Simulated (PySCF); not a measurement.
In(H2S)H3 (`[H][In]([H])([H])<-[SH2]`). Level of theory: PBE0-D3(BJ)/def2-SVP geometry optimisation, gas phase, def2 core potentials past Kr in PySCF.

```
atom  x, y, z in Å
In1    0.1397   -0.2297   -1.2304
S2     0.1631   -0.2637    1.6465
H3     0.5288    1.0288    1.7920
H4    -1.1486    0.0233    1.7929
H5     1.8711   -0.1959   -1.3756
H6    -0.7432    1.2676   -1.3229
H7    -0.7190   -1.7326   -1.3712
```

Q: Give the dihedral angles H6–In1–S2–H4, H7–In1–S2–H3, H5–In1–S2–H3.

A: H6–In1–S2–H4 47° (synclinal); H7–In1–S2–H3 -166° (antiperiplanar); H5–In1–S2–H3 73° (synclinal). Dihedral signs follow IUPAC: positive where, seen along the central bond, the front bond turns clockwise onto the rear one.

Q: Which two atoms are farthest apart?

A: H4···H5 and H3···H7, 4.382 Å down to 4.380 Å.

Q: Work out the bond lengths In1–S2, In1–H5, In1–H6, In1–H7, S2–H3, S2–H4 in Å.

A: For In1–S2 the difference vector is (0.0234, -0.0340, 2.8769) Å, of length 2.8772 Å. In1–S2 2.877; In1–H5 1.738; In1–H6 1.741; In1–H7 1.737; S2–H3 1.351; S2–H4 1.351 Å.

Q: How far apart are these pairs, which share no bond: In1···H3, In1···H4, S2···H5, S2···H6, H3···H6, H6···H7?

A: In1···H3 3.297 Å (2 bonds apart); In1···H4 3.296 Å (2 bonds apart); S2···H5 3.472 Å (2 bonds apart); S2···H6 3.462 Å (2 bonds apart); H3···H6 3.373 Å (3 bonds apart); H6···H7 3.001 Å (2 bonds apart).

Q: What is the repulsion energy of the bare nuclei, Σ ZA·ZB/RAB?

A: 226.18 Eh over 21 pairs, with full nuclear charges and distances in bohr; the largest single term is 144.19 Eh (In1 with S2).

Q: Where is the centre of mass (commonest isotopes), and what is the radius of gyration?

A: Mass 151.915 u; centre at (0.139, -0.227, -0.587) Å; Rg = √(Σ m r²/M) = 1.238 Å. As Ia + Ib + Ic = 2 Σ m r², the three principal moments sum to 465.8 u·Å².

Q: What are the angles H5–In1–H6, S2–In1–H6, S2–In1–H5, H3–S2–H4?

A: From the scalar product of the two bond vectors; for H5–In1–H6 it is -1.4646 Å² over 1.7378 × 1.7407 Å², cos θ = -0.4842. H5–In1–H6 119.0°; S2–In1–H6 93.9°; S2–In1–H5 94.3°; H3–S2–H4 92.7°.

The point group is Cs within 0.08 Å; differences among equivalent distances and angles are scatter left by the optimiser. No frequency check.
